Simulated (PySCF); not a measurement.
# Polarisability and C₆ of Fe²⁺ (iron, charge +2)

[Ar] 3d6, high-spin 5D determinant. Computed with PySCF 2.14 in aug-cc-pVTZ-DK, with scalar relativity by spin-free X2C-1e. Coupled (time-dependent) response in atomic units; α is the mean over directions.

```csv
method,mean α (bohr³),"α xx, yy, zz",C₆ (like pair),S(−4)
TPSS,3.997,"4.250, 4.250, 3.491",11.76,9.672
```

S(−4) is the Cauchy moment in α(ω) = α(0) + S(−4) ω² + …

α(iu) at TPSS:

| u (hartree) | α(iu) (bohr³) |
| --- | --- |
| 0 | 3.997 |
| 0.0500 | 3.973 |
| 0.100 | 3.905 |
| 0.200 | 3.670 |
| 0.300 | 3.374 |
| 0.500 | 2.812 |
| 0.750 | 2.279 |
| 1.00 | 1.893 |
| 1.50 | 1.374 |
| 2.00 | 1.046 |
| 3.00 | 0.6640 |
| 5.00 | 0.3347 |

A single London oscillator, α(iu) = α/(1 + u²/ω²), gives C₆ = (3/4) ω α². Matching the computed C₆ needs ω = 4 × 11.76 / (3 × 3.997²) = 0.981 hartree.

For an ion, C₆ is the dispersion term alone; charge-induced terms of lower order in 1/R come first.

The components differ because the open shell of this determinant is not spherical; for a pure term their mean is the scalar polarisability.
